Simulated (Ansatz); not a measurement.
Basis-set extrapolation for C₂H₇ClN₂Si (`C=C[Si](N)(N)Cl`) (PBE0-D4/def2-TZVP geometry, frozen core, Ansatz). Multiplicity 1, RHF reference.

```csv
,def2-TZVPP,def2-QZVPP
HF,-937.368151,-937.399275
MP2 correlation,-1.056470,-1.137920
CCSD(T) correlation,-1.155518,not run
```

Energies in hartree. Use E(X) = E(∞) + A·exp(−7.88·√X) for Hartree–Fock and E(X) = E(∞) + B·X^(−2.97) for correlation, with X = 3 and 4, and add CCSD(T) minus MP2 of the smaller set to the MP2 limit.

Problem. What is the CCSD(T) energy at the basis-set limit?

Solution. HF limit: -937.399275 + (-0.031124) × 0.13774 = -937.40356. MP2 limit: -1.137920 + (-0.081450) × 0.74074 = -1.19825. Higher-order term: -1.155518 − (-1.056470) = -0.09905. Total: -938.70086 hartree, 465.2 kJ/mol below CCSD(T)/def2-TZVPP.
